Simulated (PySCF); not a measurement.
**Sn+: excitation energy**

Sn+ [Kr] 4d10 5s2 5p1 (2P) → Sn+ [Kr] 4d10 5s1 5p2 (4P), as a difference of total energies. All numbers are calculated (PySCF 2.14, a scalar-relativistic core potential, in aug-cc-pVQZ-PP with ECP28MDF). Correlated levels: valence: 4s2 4p6 4d10 frozen. The calculations carry no spin-orbit coupling.

```csv
method,excitation energy (cm⁻¹),error (cm⁻¹)
UHF,33931,-12467
LDA,52478,+6080
PBE,50322,+3925
PBE0,47111,+713
r2SCAN,45868,-530
wB97X-V,48477,+2080
wB97M-V,47828,+1430
M06-2X,46740,+342
MP2 (valence),39836,-6562
SCS-MP2 (valence),42048,-4350
```

Reference: 46398 cm⁻¹ (measured; NIST levels, between the centres of gravity of the two terms).

Errors of the correlated levels include the incompleteness of this basis and the frozen core.
